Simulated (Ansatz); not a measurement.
`S[SiH]1CO1`, relaxed with RKS PBE0-D4/def2-TZVP in Ansatz from a PBE-D4/def2-SVP geometry. The force threshold is 0.005 eV/Å; the program also tests the step.

The species carries charge 0 and has multiplicity 1.

Start:

```xyz
8

S     0.453    1.393   -1.675
Si   -0.241    0.445    0.111
C     0.486   -1.155    0.614
O    -0.883   -1.134    0.043
H    -0.626    2.222   -1.773
H    -0.944    1.383    1.034
H     1.230   -1.669   -0.027
H     0.525   -1.485    1.672
```

(1) By how much does the energy fall, and how many steps does the optimiser take? (Best estimate.)

(2) Which bonds change most? (An estimate is asked.)

(3) Give the relaxed structure. (Best estimate.)

Answers

(1) Ansatz gave: 0.08 eV, in 9 steps, 1 of them rejected.

(2) Computed: Si2–O4 from 1.706 to 1.652 Å; Si2–C3 from 1.828 to 1.798 Å; S1–Si2 from 2.137 to 2.112 Å; C3–H8 from 1.108 to 1.088 Å.

(3) The calculation gave: 
```xyz
8

S     0.342    1.313   -1.743
Si   -0.258    0.392    0.060
C     0.507   -1.132    0.628
O    -0.857   -1.147    0.037
H    -0.538    2.320   -1.613
H    -0.945    1.356    0.941
H     1.231   -1.668    0.017
H     0.518   -1.434    1.673
```
